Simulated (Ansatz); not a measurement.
`O[SiH](Cl)[SiH2][SiH3]` + `N[SiH](F)Cl` → `N[SiH](O)Cl` + `F[SiH](Cl)[SiH2][SiH3]`  (redistribution)

Gas-phase electronic energies from Ansatz, PBE0-D4/def2-TZVP geometries. CBS: MP2 limit from def2 TZ/QZ plus the TZ coupled-cluster correction, frozen cores. Functionals use def2-TZVPP. One conformer a species, not always the lowest.

```json
{"species": "`O[SiH](Cl)[SiH2][SiH3]`", "B2PLYP energy (Eh)": "-1407.73771"}
{"species": "`N[SiH](F)Cl`", "B2PLYP energy (Eh)": "-906.00418"}
{"species": "`N[SiH](O)Cl`", "B2PLYP energy (Eh)": "-881.96387"}
{"species": "`F[SiH](Cl)[SiH2][SiH3]`", "B2PLYP energy (Eh)": "-1431.77681"}
```

Problem. Work out ΔE.

Solution. ΔE = (-881.96387) + (-1431.77681) − (-1407.73771) − (-906.00418) = 0.00121 Eh = +3.2 kJ/mol. CCSD(T)/CBS gives +3.9 kJ/mol.

Largest T1 diagnostic among the species: 0.013.
